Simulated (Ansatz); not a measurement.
Job for Ansatz (an electronic-structure program): R-CCSD(T)/aug-cc-pVTZ on GeH2O (SMILES [OH][GeH]), atoms moved off the minimum. The run froze 15 orbitals, filled d shells among them.

Ansatz 0.2 input:
```yaml
crystal:
  periodic: [false, false, false]
  atoms:
    - {symbol: Ge, position_ang: [-0.24751633, -0.13924044, 0.17753441]}
    - {symbol: H, position_ang: [-1.37716957, -0.13642342, -0.82656311]}
    - {symbol: O, position_ang: [1.01235705, 0.77754447, -0.61301186]}
    - {symbol: H, position_ang: [0.82138809, 1.10315717, -1.59006821]}
basis:
  gaussian:
    orbitals: aug-cc-pVTZ
magnetization: {spin_polarized: false}
correlation: {method: ccsd_t, electrons: outside_noble_gas}
scf: {lower_state_search: off}
output: {forces: true}
```

Q: Give the final energy of this run.

A: -2151.8342 hartree (reference determinant -2151.4477, T1 diagnostic 0.018).

Q: How many basis functions does it have, and what does it roughly cost on one machine?

A: 151 functions; very roughly 50 core-seconds.
